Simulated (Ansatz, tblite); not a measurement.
Cost and result up the ladder for H₅Au₄⁻ (9 atoms). Total charge -1; singlet. Geometry: r2SCAN-D4/def2-SVPD.

```xyz
9

Au   -0.907    1.019    0.304
Au    0.946   -0.808   -0.577
Au    2.689   -2.761   -1.508
Au   -2.634    2.710    1.673
H    -0.689   -0.666   -0.028
H    -1.241    2.661    0.551
H    -3.852    3.101    2.642
H     2.539   -1.022   -1.113
H     3.150   -4.234   -1.945
```

Ansatz on 4 threads of Intel Xeon on a shared host; xTB runs through tblite on one thread. Times are rough, summed over both states, and most runs start from the orbitals of an earlier one. PBE0-D4/def2-TZVPD serves as the yardstick here, not as an exact answer. The other state is a doublet.

In the def2 sets Au takes a core potential; there is no spin–orbit coupling. The xTB rows come from tblite. The structure comes from a short search, and lower isomers may exist.

Raw xTB energies of ions are shifted by several eV.

```csv
level,functions,wall time,vertical IE (eV),difference from PBE0-D4/def2-TZVPD (eV)
GFN2-xTB,41,0.053 s,8.10,3.15
GFN1-xTB,46,0.058 s,9.20,4.25
PBE-D4/def2-TZVPD,217,16 s,4.55,-0.40
PBE0-D4/def2-TZVPD,217,29 s,4.95,0.00
r2SCAN-D4/def2-TZVPD (with forces),217,32 s,4.67,-0.28
```
